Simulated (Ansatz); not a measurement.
cyclobutane (C$_{4}$H$_{8}$), singlet, at a GFN2-xTB geometry, atoms displaced at random by about 0.03 Å a coordinate; R2SCAN/STO-3G, gradient (Ansatz, a first-principles code).

Here is a job for Ansatz.
Ansatz 0.2 input:
```yaml
crystal:
  periodic: [false, false, false]
  atoms:
    - {symbol: C, position_ang: [0.00989170, 1.06837544, 0.12248986]}
    - {symbol: C, position_ang: [0.01101063, -1.09216047, 0.12221496]}
    - {symbol: C, position_ang: [-1.06581196, -0.01266790, -0.01824344]}
    - {symbol: C, position_ang: [1.08342113, 0.02036148, -0.10540690]}
    - {symbol: H, position_ang: [-0.02244190, 1.88605063, -0.71783883]}
    - {symbol: H, position_ang: [-0.00141360, 1.53560443, 1.05632126]}
    - {symbol: H, position_ang: [0.02214562, -1.82745920, -0.76682756]}
    - {symbol: H, position_ang: [0.04169388, -1.59372861, 1.03000924]}
    - {symbol: H, position_ang: [-1.85205969, -0.01103594, 0.73655713]}
    - {symbol: H, position_ang: [-1.56206751, 0.02651060, -1.05028802]}
    - {symbol: H, position_ang: [1.85183049, -0.03970196, 0.67159749]}
    - {symbol: H, position_ang: [1.55271044, 0.03774724, -1.06126800]}
basis:
  gaussian:
    orbitals: STO-3G
hamiltonian:
  xc: r2scan
output: {forces: true}
```

The log (banner, timings and long lists left out):

```
Functional definition: r2SCAN
389 factors; integrals over basis functions are off by at most 4.4e-5 eV
mean field evaluation 1: about -4224.3068 eV, gradient 3.4e0 eV
mean field evaluation 2: about -4224.3189 eV, gradient 1.9e0 eV
mean field evaluation 4: about -4224.3303 eV, gradient 4.7e-2 eV
mean field evaluation 8: about -4224.2003 eV, gradient 2.2e-3 eV
mean field -4224.20033444 eV, -155.2364990248 hartree, gradient 3.3e-5 eV, S^2 0.000000; 0 other end points of the search recorded, 0 dependent functions left out
the calculation of the forces begins
reference -4224.20034040 eV, -155.2364992437 hartree; 16, 16 occupied and 12, 12 virtual orbitals, 389 factors
Total energy: -4224.20034040 eV, -155.2364992437 hartree
Atom 0 at     0.009892     1.068375     0.122490 Å, force    -0.607660     2.606395    -4.464871 eV/Å
Atom 1 at     0.011011    -1.092160     0.122215 Å, force     0.492812    -0.732326    -5.745110 eV/Å
Atom 2 at    -1.065812    -0.012668    -0.018243 Å, force    -2.299595     0.288476    -1.508725 eV/Å
Atom 3 at     1.083421     0.020361    -0.105407 Å, force     0.930719    -1.210892     2.689568 eV/Å
Atom 4 at    -0.022442     1.886051    -0.717839 Å, force     0.000154    -1.471374     1.904789 eV/Å
Atom 5 at    -0.001414     1.535604     1.056321 Å, force     0.272725     1.134387     2.364963 eV/Å
Atom 6 at     0.022146    -1.827459    -0.766828 Å, force    -0.226022     0.715758     1.790891 eV/Å
Atom 7 at     0.041694    -1.593729     1.030009 Å, force     0.212727    -1.312882     2.589188 eV/Å
Atom 8 at    -1.852060    -0.011036     0.736557 Å, force    -0.376985     0.013997     0.320045 eV/Å
Atom 9 at    -1.562068     0.026511    -1.050288 Å, force     0.722088    -0.304294     1.466494 eV/Å
Atom 10 at     1.851830    -0.039702     0.671597 Å, force     0.467576     0.368501     0.012695 eV/Å
Atom 11 at     1.552710     0.037747    -1.061268 Å, force     0.411462    -0.095746    -1.419926 eV/Å
Dipole moment:     0.005051    -0.003431     0.003335 e Å
```
